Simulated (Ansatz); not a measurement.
Born–Oppenheimer molecular dynamics of AlClF$_{3}$H (6 atoms, charge 0, multiplicity 1). It starts at the highest image of a converged band, a first-order saddle point between two minima.

All numbers below come from Ansatz 0.2.0, RKS B3LYP/def2-SVP.

```yaml
ensemble: NVE (velocity Verlet)
time_step: 0.5 fs
steps_asked: 200
starting_velocities_drawn_for: 300 K
seed: 5975
```

First frame:

```xyz
6
Properties=species:S:1:pos:R:3
Al 0.016 -0.249 0.013
F 0.016 0.027 1.777
F 1.440 0.166 -0.711
F -1.441 0.093 -0.685
Cl 0.078 -2.405 0.863
H 0.049 -1.233 1.813
```

Question: How far do the bonds stretch over the last three quarters of this one trajectory? (Pairs bonded in most of those frames.)

Answer: 
```
   bond  mean (Å)  spread (Å)  shortest  longest
 Al1–F2     1.668       0.018      1.62     1.70
 Al1–F3     1.657       0.020      1.62     1.70
 Al1–F4     1.655       0.026      1.62     1.69
Al1–Cl5     2.688       0.133      2.44     2.84
 Cl5–H6     1.305       0.030      1.26     1.38
```

Pairs bonded in part of these frames only: Al1–Cl5 66 %.

Mean temperature of the second half: 298 K. The conserved energy stayed within 0.043 meV per atom of its start (net change 0.0018 meV per atom), so the integration is sound. A run of 0.1 ps of so small a system gives no equilibrium averages. The orbitals stay closed-shell, which can raise the energy where a bond breaks towards radicals; this wasn't checked here.

Time of the run: 11 min on 1 thread of Arm Neoverse V1, on a shared host, peak memory 0.16 GiB.
